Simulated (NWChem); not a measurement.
Molecule: SnH2, singlet; SMILES [SnH2]

```xyz
3

Sn     0.0000     0.0000     0.0483
H      1.2619     0.0000    -1.2082
H     -1.2619     0.0000    -1.2082
```
Atoms are numbered in this order, from 1.

Low-valent species are run as closed-shell singlets; no triplet was tried in these runs. The geometry was optimised at PBE0/def2-SVP. def2 effective core potentials on Sn; no spin-orbit coupling.

Symmetry labels are those of C2v in the frame above (b1 and b2, or b-type labels, depend on it).

List the 4 lowest vertical singlet excitations and the 4 lowest triplet ones from PBE/def2-SVP with def2 effective core potentials on Sn, full TDDFT (NWChem).


| state | energy (eV) | oscillator strength | symmetry | leading excitation (squared amplitude) |
|---|---|---|---|---|
| S1 | 2.29 | 0.013 | b2 | HOMO → LUMO (1.01) |
| S2 | 3.42 | 0.000 | a2 | HOMO−1 → LUMO (1.00) |
| S3 | 6.32 | 0.171 | b1 | HOMO → LUMO+1 (0.88) |
| S4 | 6.79 | 0.068 | a1 | HOMO → LUMO+2 (0.72) |
| T1 | 1.30 | spin-forbidden | b2 | HOMO → LUMO (1.03) |
| T2 | 2.95 | spin-forbidden | a2 | HOMO−1 → LUMO (1.00) |
| T3 | 4.77 | spin-forbidden | b1 | HOMO → LUMO+1 (0.98) |
| T4 | 5.64 | spin-forbidden | a1 | HOMO → LUMO+2 (0.66) |
